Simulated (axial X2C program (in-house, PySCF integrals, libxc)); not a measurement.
## Curves of PdOH from open-shell CI on d9 s0 p(π)0

Calculated with an axial X2C code built on PySCF integrals: two-component X2C with atomic mean-field Coulomb and Gaunt terms, basis Pd dyall-v3z, O dyall-av3z, H dyall-v3z (cores contracted in-house). Orbitals come from Hartree–Fock averaged over the configuration Pd d9 s0 p(π)0; CI then distributes these electrons over the d, s, p(π) shells of Pd.

Scan along the Pd–O bond with OH moving as one mass, its bond held at 0.950 Å; masses Pd 105.903 u, O 15.995 u, H 1.008 u. Energies in cm⁻¹ from the lowest point; levels are followed by energy order within each Ω. Lowest level at 2.020 Å: 100% d9.

| R (Å) | (1)Ω=1/2 | (1)Ω=3/2 | (2)Ω=1/2 | (1)Ω=5/2 | (2)Ω=3/2 |
| --- | --- | --- | --- | --- | --- |
| 1.879 | 1027 | 2865 | 5241 | 6219 | 9215 |
| 1.949 | 112 | 1891 | 4311 | 4861 | 7870 |
| 2.020 | 0 | 1680 | 4150 | 4333 | 7355 |
| 2.101 | 573 | 2116 | 4644 | 4472 | 7511 |
| 2.182 | 1643 | 3041 | 5629 | 5153 | 8207 |
| 2.272 | 3192 | 4434 | 7087 | 6317 | 9389 |
| 2.384 | 5399 | 6464 | 9194 | 8112 | 11205 |

Problem. Fit the curves (1)Ω=1/2, (1)Ω=3/2, (2)Ω=1/2, (1)Ω=5/2, (2)Ω=3/2 near their minima.

Solution. From the open-shell CI curves, Te from the lowest:

```tsv
level	Te (cm⁻¹)	Re (Å)	ωe (cm⁻¹)
(1)Ω=1/2	0	1.995	546.1
(1)Ω=3/2	1709	2.007	519.9
(2)Ω=1/2	4168	2.001	528.5
(1)Ω=5/2	4342	2.043	500.1
(2)Ω=3/2	7369	2.041	502.4
```

Without dynamic correlation distances can be off by several hundredths of an Å (long for ionic bonds, short for multiple bonds) and the wavenumbers are rough.

There is no dynamic correlation: spin–orbit spacings and, for f shells, spacings inside one term are the most reliable numbers, splittings between terms come out too wide, and energies between configurations are not reliable, so the lowest level need not be the ground state of the molecule. For d shells the ligand-field splittings (σ, π, δ) and their order can be off by a thousand cm⁻¹ or more. At most 4 roots were kept for each Ω > 0 (twice that for Ω = 0) within 3.2 eV of the lowest, so higher up levels can be missing between those listed; levels with Ω > 0 are doubly degenerate and listed once, Ω = 0 levels singly. States that fill the shells left empty in the average are placed too high. The molecule was held linear; bending was not examined.
